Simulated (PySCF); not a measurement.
**C6H8N: g tensor and hyperfine couplings**

Compound: C₆H₈N (doublet state).
SMILES with atom numbers: `[CH3:1][C@@H:2]1[CH:3][C@H:4]([C:5]#[N:6])[CH2:7]1` (hydrogens: H8, H9, H10 on C1; H11 on C2; H12 on C3; H13 on C4; H14, H15 on C7)

Structure used (GFN2-xTB), in Å, numbered top down from 1:
```
atom  x, y, z in Å
C1     1.7807    0.4706   -0.0429
C2     0.7076   -0.5487    0.3431
C3    -0.1874   -0.9892   -0.7584
C4    -1.4097   -0.3877   -0.1459
C5    -1.9135    0.7200   -0.9166
N6    -2.2536    1.6100   -1.5506
C7    -0.5331    0.0280    1.0628
H8     1.3315    1.3034   -0.5792
H9     2.2741    0.8505    0.8490
H10    2.5252    0.0050   -0.6841
H11    1.1901   -1.3709    0.8854
H12    0.0174   -1.2413   -1.7804
H13   -2.2393   -1.0692    0.0765
H14   -0.8012   -0.4743    1.9887
H15   -0.4933    1.1019    1.2309
```

The calculation used UKS B3LYP, pcH-1 on C H N, non-relativistic, mean-field spin-orbit, GIAO (PySCF 2.14.0). Isolated species at its GFN2-xTB geometry, gas phase. A GFN2-xTB geometry isn't a minimum of the functional, and hyperfine couplings can be far from their values at a DFT geometry. The SCF solution wasn't tested for stability.

* g1, g2, g3: 2.00216, 2.00279, 2.00284
* g_iso: 2.00260
* Form of g: close to axial: the two nearest values differ by 9 % of g3 − g1
* ⟨S²⟩: 0.7540 (exact 0.7500)
* α and β electrons: 26, 25

Isotropic coupling and dipolar principal values T1 to T3, in G (MHz turned into gauss with g_iso; 10 G = 1 mT):

| atom | isotope | a_iso | T1 | T2 | T3 | Mulliken spin population |
| --- | --- | --- | --- | --- | --- | --- |
| C1 | 13C | 20.8 | -1.7 | -1.6 | 3.3 | 0.04 |
| C2 | 13C | -11.1 | -1.1 | 0.0 | 1.1 | -0.08 |
| C3 | 13C | 43.4 | -28.9 | -28.4 | 57.4 | 1.01 |
| C4 | 13C | -9.8 | -0.9 | 0.0 | 0.9 | -0.07 |
| C5 | 13C | 25.1 | -1.2 | -0.9 | 2.1 | 0.02 |
| N6 | 14N | 0.2 | -0.5 | -0.2 | 0.7 | 0.01 |
| C7 | 13C | 2.4 | -0.5 | -0.5 | 1.1 | 0.01 |
| H8 | 1H | -1.3 | -1.8 | -0.7 | 2.5 | 0.00 |
| H9 | 1H | 3.4 | -1.1 | -0.6 | 1.6 | 0.01 |
| H10 | 1H | -1.3 | -1.4 | -0.8 | 2.2 | 0.00 |
| H11 | 1H | 38.5 | -1.9 | -1.5 | 3.4 | 0.05 |
| H12 | 1H | -20.2 | -13.5 | -0.5 | 14.0 | -0.03 |
| H13 | 1H | 36.0 | -1.8 | -1.5 | 3.3 | 0.04 |
| H14 | 1H | -0.7 | -1.0 | -0.9 | 1.9 | 0.00 |
| H15 | 1H | -1.4 | -0.9 | -0.8 | 1.7 | 0.00 |

The largest Mulliken spin populations are on C3 (+1.01), C2 (-0.08) and C4 (-0.07). C3 is the only atom above +0.15. The positive populations add up to 1.18 and the negative ones to -0.18, together 2S = 1. The angles at C3 add up to 355.3°, so it is nearly planar; its axial dipolar tensor and the negative coupling of its proton fit spin in a p orbital normal to that plane.

Under fast tumbling the dipolar parts average out, and these isotropic splittings remain: 1 × 1H (H11, I = 1/2, 2 lines) with 3.85 mT, 1 × 1H (H13, I = 1/2, 2 lines) with 3.60 mT, 1 × 1H (H12, I = 1/2, 2 lines) with 2.02 mT, 1 × 1H (H15, I = 1/2, 2 lines) with 0.14 mT and 1 × 1H (H14, I = 1/2, 2 lines) with 0.07 mT.

The 13C coupling of C3 (121.8 MHz) shows only in satellite lines or after enrichment, since that isotope makes up about 1.07 % of natural carbon.

The spin density at the nucleus, in bohr⁻³, is negative for C2 (-0.0276), C4 (-0.0245) and H12 (-0.0127), for instance. A restricted open-shell determinant has no negative spin density anywhere; here it arises because α and β orbitals differ (spin polarisation).
